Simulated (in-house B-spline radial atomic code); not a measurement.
## Binding energies in Tc⁷⁺

NIST's tabulated ground configuration is [Ar] 3d10 4s2 4p6; each binding energy is the energy of the ion with one electron taken from that subshell, relaxed, less that of the parent. Method: Dirac-Hartree-Fock, average of configuration, Fermi nucleus of rms radius 4.41117 fm. Calculated with a B-spline radial code for spherical atoms. Energies include first-order Breit, QED and recoil terms.

```tsv
subshell	X-ray name	binding energy (eV)	-ε (eV)	relaxation (eV)
1s	K	21170.3	21282.5	53.4
2s	L1	3176.4	3206.9	24.9
2p3/2	L3	2805.9	2836.7	27.0
3s	M1	672.4	679.9	6.7
3p1/2	M2	574.3	582.0	6.9
3p3/2	M3	554.2	561.3	6.6
3d3/2	M4	381.1	388.9	7.7
3d5/2	M5	377.4	385.0	7.5
4s	N1	187.5	188.4	0.7
4p1/2	N2	153.4	154.2	0.7
4p3/2	N3	149.9	150.7	0.7
```

Relaxation = -ε minus the binding energy without Breit, QED and recoil terms.

Emission lines follow as differences of binding energies, with λ = 12398.42 eV·Å / E:

| line | holes | energy (eV) | wavelength (Å) |
| --- | --- | --- | --- |
| K-L3 | 1s → 2p3/2 | 18364.4 | 0.67513 |
| K-M3 | 1s → 3p3/2 | 20616.1 | 0.6014 |
| L3-M5 | 2p3/2 → 3d5/2 | 2428.5 | 5.1054 |
| L1-M3 | 2s → 3p3/2 | 2622.2 | 4.7283 |
| L3-M1 | 2p3/2 → 3s | 2133.5 | 5.8113 |

(1) What screening constant σ does Moseley's law, E = (3/4)·13.6057 eV·(Z - σ)², need for K-L3?

Moseley's non-relativistic formula needs a falling, then negative, screening constant for heavy elements, because relativity binds the 1s electron more strongly than the formula allows.

(2) What does it cost to remove both a 1s and a 3d3/2 electron?

(3) What does it cost to remove both a 3p3/2 and a 3p1/2 electron?

(4) What does it cost to remove both a 2p3/2 and a 3s electron?

Results:

(1) σ = 0.58.

(2) 21607 eV, which is 55.79 eV more than the two single binding energies together.

(3) 1172.2 eV, which is 43.67 eV more than the two single binding energies together.

(4) 3532.6 eV, which is 54.31 eV more than the two single binding energies together.
